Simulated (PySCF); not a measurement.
CH2NO, SMILES [NH]C=O, multiplicity 2. Atoms are numbered in the order given.

```xyz
5

N      0.1132    -1.1097     0.0000
C     -0.4584     0.0485     0.0000
O      0.2964     1.0556     0.0000
H      1.1329    -1.1147     0.0000
H     -1.5458     0.1471     0.0000
```
Charge 0, spin multiplicity 2.

Coordinates come from a PBE0-D3(BJ)/def2-TZVP optimisation. A frequency run showed that this geometry is not a minimum. The isomer is the one that the SMILES or the coordinates give; other isomers of the formula were not compared. Other conformers were not sampled.

The numbers are results of PBE0/pcH-1 (PySCF), not measurements.

Unrestricted Kohn–Sham, ⟨S²⟩ = 0.756. Hyperfine tensors hold the contact and dipolar terms, without spin-orbit corrections.

Estimate the hyperfine couplings. (Estimate from the structure and the level; the computed values follow.)


```json
[
 {"nucleus": "14N no. 1", "A(iso) (MHz)": "12.3", "A(iso) (G)": "4.4", "dipolar principal values (MHz)": "-23.3, -22.0, 45.3"},
 {"nucleus": "13C no. 2", "A(iso) (MHz)": "-38.3", "A(iso) (G)": "-13.7", "dipolar principal values (MHz)": "-14.2, 0.1, 14.0"},
 {"nucleus": "17O no. 3", "A(iso) (MHz)": "-29.5", "A(iso) (G)": "-10.5", "dipolar principal values (MHz)": "-187.8, 91.6, 96.2"},
 {"nucleus": "1H no. 4", "A(iso) (MHz)": "24.1", "A(iso) (G)": "8.6", "dipolar principal values (MHz)": "-27.3, -10.7, 38.1"},
 {"nucleus": "1H no. 5", "A(iso) (MHz)": "19.4", "A(iso) (G)": "6.9", "dipolar principal values (MHz)": "-8.2, 1.5, 6.7"}
]
```

And the g tensor (effective nuclear charges for spin-orbit coupling, GIAO)? (An estimate is asked for; the answer gives what the named calculation found.)

principal values 2.0001, 2.0053, 2.0383; isotropic 2.0146.
